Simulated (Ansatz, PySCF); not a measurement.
H4O3Zr, SMILES [OH][ZrH]([OH])[OH], multiplicity 1. Atoms are numbered in the order given.

```xyz
8

Zr     0.0029     0.0341     0.0025
O      0.9489     0.6456    -1.5607
H      1.3991     1.0794    -2.2876
O      0.9392     0.3759     1.6514
H      1.3851     0.6822     2.4429
O     -1.8469     0.5720     0.0420
H     -2.7181     0.9710     0.0731
H     -0.0378    -1.8304    -0.1542
```

Geometry optimised at B3LYP-D3(BJ)/def2-SVP. The spin state was assumed, not searched. The structure was generated by enumeration; whether it is a known compound was not checked. The def2 effective core potentials stand for the cores of Zr; spin–orbit coupling is left out. Other conformers were not sampled.

Two levels are set side by side: PBE-D3(BJ)/def2-SVP (Ansatz, an electronic-structure program) and B3LYP-D3(BJ)/def2-SVP (Ansatz). Each level has its own optimised geometry; the coordinates shown are those of the second. Frequencies come from the Hessian of PySCF at each geometry. Differences are taken from unrounded values.

```csv
quantity,B3LYP-D3(BJ),PBE-D3(BJ),PBE-D3(BJ) minus B3LYP-D3(BJ)
mean bond length (Å),1.504,1.509,0.005
bond Zr1–O2 (Å),1.927,1.928,0.001
bond Zr1–O4 (Å),1.927,1.928,0.001
bond Zr1–O6 (Å),1.927,1.928,0.001
bond Zr1–H8 (Å),1.872,1.878,0.006
bond O2–H3 (Å),0.959,0.966,0.008
bond O4–H5 (Å),0.959,0.966,0.008
bond O6–H7 (Å),0.959,0.966,0.008
highest harmonic wavenumber (cm⁻¹),3972,3872,-100
mean harmonic wavenumber (cm⁻¹),1069,1036,-33
zero-point energy (kcal/mol),27.51,26.66,-0.85
```

GGA bonds tend to be longer and softer than those of functionals with exact exchange. Differences between two approximate levels are no errors against the true value.
